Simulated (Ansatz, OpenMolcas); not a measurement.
[SiCl3]+ (SMILES Cl[Si+](Cl)Cl): the HOMO–LUMO gap, rung by rung

[SiCl3]+ has 4 atoms, charge +1, and is taken as a singlet. As SMILES, `Cl[Si+](Cl)Cl`. Geometry: relaxed at PBE0-D4/def2-TZVP.

```jsonl
{"atom": "Cl", "x (Å)": "-1.5560", "y (Å)": "-0.6223", "z (Å)": "0.9909"}
{"atom": "Si", "x (Å)": "0.0000", "y (Å)": "-0.0001", "z (Å)": "-0.0001"}
{"atom": "Cl", "x (Å)": "1.7720", "y (Å)": "-0.6696", "z (Å)": "0.4495"}
{"atom": "Cl", "x (Å)": "-0.2160", "y (Å)": "1.2920", "z (Å)": "-1.4403"}
```

Each level gives the HOMO–LUMO gap (eV). The values are calculated.

| level | kind | program | value (eV) |
| --- | --- | --- | --- |
| HF/aug-cc-pVDZ | Hartree–Fock | OpenMolcas | 13.90 |
| PBE/aug-cc-pVDZ | GGA | Ansatz | 4.84 |
| revPBE/aug-cc-pVDZ | GGA | Ansatz | 4.88 |
| TPSS/aug-cc-pVDZ | meta-GGA | OpenMolcas | 5.04 |
| r2SCAN/aug-cc-pVDZ | meta-GGA | Ansatz | 5.42 |
| M06-2X/aug-cc-pVDZ | hybrid meta-GGA | OpenMolcas | 9.27 |
| CAM-B3LYP/aug-cc-pVDZ | range-separated hybrid | Ansatz | 9.55 |
| wB97M-V/aug-cc-pVDZ | range-separated hybrid | Ansatz | 11.37 |

The values span 4.84 to 13.90 eV. Orbital gaps aren't excitation energies; they tend to grow with the share of exact exchange.
